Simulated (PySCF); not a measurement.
Compound: C5H7BCl2.
Geometry (PBE0-D3(BJ)/def2-SVP, Å), atoms numbered from 1 in this order:
```xyz
15
C5H7BCl2 angstrom
C      1.2614    0.0279    0.1492
C      0.1183   -0.4674   -0.3157
C     -0.8747   -1.4772    0.2186
C     -1.6807   -1.3307   -1.1020
B     -3.1968   -0.9772   -1.0563
Cl    -3.9439   -0.0944   -2.3750
Cl    -4.2120   -1.4738    0.2838
C     -0.6706   -0.2487   -1.5893
H      1.8367    0.7619   -0.4222
H      1.6627   -0.2860    1.1170
H     -1.4172   -1.1551    1.1223
H     -0.4640   -2.4801    0.4135
H     -1.6171   -2.2444   -1.7230
H     -0.1349   -0.4880   -2.5209
H     -1.0970    0.7619   -1.6988
```

Linear response at wB97X-D/def2-SVPD (PySCF, frozen core in the response, non-relativistic).

Static isotropic polarisability: 97.77 au (14.49 Å³), principal values 73.9, 99.2, 120.2 au.

Problem. What is the polarisability at 1064 nm and at the sodium D line?

Solution. 98.65 au at 1064 nm (+0.9 %), 100.75 au at 589.3 nm (+3.0 %). The rise at 589.3 nm is 3.38 times that at 1064 nm; a pure ω² law gives 3.26. The lowest singlet lies at 212 nm, shorter than both wavelengths.

Problem. What is the isotropic C6 coefficient between two such molecules, C6 = (3/π)∫α(iω)² dω?

Solution. 3838 au (Eh·bohr⁶) by a ten-point quadrature over imaginary frequencies, which is 2290 eV·Å⁶ or 221 J·nm⁶/mol.

Problem. Which effective excitation energy ω̄ makes London's formula C6 = (3/4)α²ω̄ exact here?

Solution. ω̄ = 4·C6/(3α²) = 0.535 Eh = 14.6 eV. A one-pole form α(ω) = α/(1 − ω²/ω̄²) fitted to the 1064 nm value gives 12.3 eV.

Problem. What three-body coefficient follows from the one-pole estimate C9 = (3/4)·α·C6?

Solution. 281000 au. This is an estimate from the two numbers above, not a computed integral.

Problem. The lowest 6 singlets have (eV, f): 5.86, 0.002; 6.22, 0.003; 6.23, 0.005; 6.85, 0.386; 7.03, 0.015; 7.25, 0.010. What share of the static polarisability do they carry in the sum over states α = Σ f/ω²?

Solution. 6.66 au, 6.8 % of α; the largest term, 6.09 au, is that of the state at 6.85 eV. Their oscillator strengths add up to 0.42. Higher states carry the rest.

Problem. What n − 1 at the D line would an ideal gas of it have at 273.15 K and 1 atm (2.6868 × 10¹⁹ cm⁻³), by n − 1 = 2π·N·α′?

Solution. 25.20 × 10⁻⁴, a formal value whether or not that pressure can be reached.

Problem. How anisotropic is the static polarisability, by Δα² = ½[(α1 − α2)² + (α2 − α3)² + (α3 − α1)²]?

Solution. Δα = 40.1 au, or 0.41 of the isotropic value.

Problem. What molar refraction at the D line follows from R = (4π/3)·N_A·α′, with α′ the polarisability volume?

Solution. α′ = 14.93 Å³ gives R = 37.66 cm³/mol, for isolated, non-vibrating species.

Problem. How many electrons N does the Slater–Kirkwood formula C6 = (3/4)·√N·α^(3/2) need to give this C6?

Solution. N = (4·C6/3)²/α³ = 28.0; the species has 76 electrons in all.

Time: 48 s of wall time. Hardware: Arm Neoverse V1, one thread (shared host). This is the whole response run at wB97X-D/def2-SVPD, SCF included.

One conformer stands for the species.

The pairwise dispersion term of wB97X-D wasn't added to the energies; at a given geometry it leaves orbitals and properties as they are.
